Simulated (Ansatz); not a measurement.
CH$_{7}$BN$_{2}$O, SMILES `NCB(N)O`, relaxed with RKS PBE-D4/def2-SVP in Ansatz from a rough embedded geometry. The force threshold is 0.03 eV/Å; the program also tests the step.

The species carries charge 0 and has multiplicity 1.

Start:

```xyz
12

N    -0.355   -0.682   -1.641
C    -0.354    0.363   -0.708
B     0.114   -0.164    0.715
N     0.320    0.824    1.936
O     0.484   -1.556    0.940
H     0.606   -1.001   -1.918
H    -0.804   -0.374   -2.531
H    -1.338    0.773   -0.566
H     0.362    1.162   -1.101
H     0.020    1.782    1.532
H     1.272    0.859    2.139
H    -0.326   -1.986    1.203
```

```tsv
step	energy (eV)	largest force (eV/Å)	largest move (Å)
1	-6842.0142	5.715	0.000
2	-6842.8107	2.252	0.197
3	-6843.0643	2.537	0.195
4	-6843.2722	2.031	0.198
5	-6843.5523	1.029	0.200
6	-6843.6939	0.690	0.200
7	-6843.7599	1.558	0.197
8	-6843.8171	0.598	0.200
9 (rejected)	-6843.8018	1.057	0.066
10	-6843.8433	0.118	0.032
11	-6843.8447	0.356	0.052
12	-6843.8486	0.151	0.040
13	-6843.8499	0.029	0.018
```

End:

```xyz
12

N    -0.313   -0.864   -1.504
C    -0.362    0.363   -0.682
B     0.170   -0.020    0.788
N     0.563    0.938    1.750
O     0.198   -1.365    1.068
H     0.638   -1.000   -1.873
H    -0.923   -0.799   -2.328
H    -1.430    0.660   -0.571
H     0.147    1.250   -1.134
H     0.570    1.940    1.574
H     0.860    0.676    2.690
H    -0.117   -1.780    0.222
```

Hardware: 4 threads of an Arm Neoverse V1 on a shared host. Wall time 16 s, peak host memory 0.15 GiB.
